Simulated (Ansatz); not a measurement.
Process, species as SMILES: CNB(C)C [N-dimethylboranylmethanamine] + H+ -> C[NH2+]B(C)C
Geometries: B3LYP-D3(BJ)/def2-TZVP minima from Ansatz (an electronic-structure program), one conformer each, not searched for the lowest.

Property: proton affinity (electronic energy difference), positive where the reaction releases energy, in kcal/mol. Cores are frozen in the correlated levels unless marked. No spin-orbit coupling. No relativistic terms. CBS(X,Y): correlation extrapolated as X^-3; Hartree-Fock from the larger set.

| level | program | proton affinity (kcal/mol) | minus last row |
|---|---|---|---|
| B3LYP-D3(BJ)/def2-TZVPD | Ansatz + dftd3 | 212.9 | 1.1 |
| BHLYP-D3(BJ)/def2-TZVPD | Ansatz + dftd3 | 214.3 | 2.5 |
| BHLYP/def2-TZVPD | Ansatz | 213.4 | 1.6 |
| RPA@PBE/cc-pVTZ | Ansatz | 216.3 | 4.5 |
| MP2/6-31G | Ansatz | 215.1 | 3.3 |
| MP2/cc-pVDZ | Ansatz | 213.7 | 1.9 |
| MP2/cc-pVTZ | Ansatz | 211.6 | -0.2 |
| CCSD/cc-pwCVTZ | Ansatz | 214.4 | 2.6 |
| CCSD(T)/cc-pVQZ | Ansatz | 212.3 | 0.5 |
| CCSD(T)/CBS(cc-pVTZ,cc-pVQZ) | Ansatz | 211.8 | 0.0 |
